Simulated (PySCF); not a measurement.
## Excitation energy of Mg by level of theory

Mg [Ne] 3s2 (1S) → Mg [Ne] 3p2 (3P), as a difference of total energies. Calculation: PySCF 2.14, in def2-TZVPPD (5s5p3d, 35 functions); no relativity, point nucleus. Correlated levels: valence: [Ne] frozen; valence and next inner shell: 1s2 frozen. The calculations carry no spin-orbit coupling.

```tsv
method	excitation energy (eV)	error (eV)
UHF	6.292	-0.881
LDA	6.525	-0.648
PBE	6.329	-0.844
PBE0	6.444	-0.729
r2SCAN	6.176	-0.997
r2SCANh	6.254	-0.919
B97-3	6.693	-0.480
wB97M-V	7.039	-0.134
M06	6.411	-0.762
MP2 (valence)	6.765	-0.408
SCS-MP2 (valence)	6.964	-0.209
MP2 (valence and next inner shell)	6.921	-0.252
SCS-MP2 (valence and next inner shell)	7.083	-0.090
```

Reference: 7.173 eV (measured; NIST levels, between the centres of gravity of the two terms).

Errors of the correlated levels include the incompleteness of this basis and the frozen core.
